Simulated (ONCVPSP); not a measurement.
sulfur (S): ONCV pseudisation with LDA (Perdew-Zunger), scalar-relativistic reference atom.

| Quantity | Value |
| --- | --- |
| Element | sulfur (S) |
| Generator | ONCVPSP 4.0.1 |
| Type | optimised norm-conserving Vanderbilt (ONCV) |
| Functional | LDA (Perdew-Zunger) |
| Relativity | scalar-relativistic |
| Frozen core | [Ne] |
| Valence charge | 6 |
| Reference configuration | 3s1 3p5 |
| Partial waves | 3s: rc 1.15 bohr, ncon 4, nbas 8, qcut 5.3 1/bohr, 2 projectors, debl 0.7 Ha; 3p: rc 1.30 bohr, ncon 4, nbas 7, qcut 7.1 1/bohr, 1 projector |
| Local potential | polynomial inside 0.85 bohr (lpopt 5, dvloc0 1 Ha) |
| Core correction | Teter function, fcfact 5.5, rcfact 1.05 |

All-electron outer shells of the reference configuration (LDA (Perdew-Zunger), scalar-relativistic, ld1.x):

```
shell  level (eV)  outermost node (bohr)  outermost maximum (bohr)
   2s     -212.18                   0.13                      0.39
   2p     -157.88                      –                      0.33
   3s      -17.96                   0.60                      1.40
   3p       -7.65                   0.58                      1.59
```

(1) Estimate the cutoffs (Ha) at which the residual kinetic energy of the hardest occupied pseudo-wave falls to 1 and 0.1 mHa per electron.

(2) What does a ghost test show?

(3) Which valence shell sets the plane-wave cutoff?

(4) Tests: 3s2 3p4; 3s2 3p3; 3s2 3p2; 3s1 3p4. Which has the largest error in its energy relative to the reference configuration, and how large is it?

## Answers

(1) 34 Ha and 126 Ha.

(2) Ghosts flagged at negative energy: s at -187.4 eV; no localised positive-energy state flagged. A true bound ghost makes a file unfit for plane-wave use.

(3) 3s: 34 Ha for 1 mHa per electron, against 6 Ha for 3p.

(4) 3s2 3p2, with +23 meV (all-electron minus pseudo) on +24.00 eV.
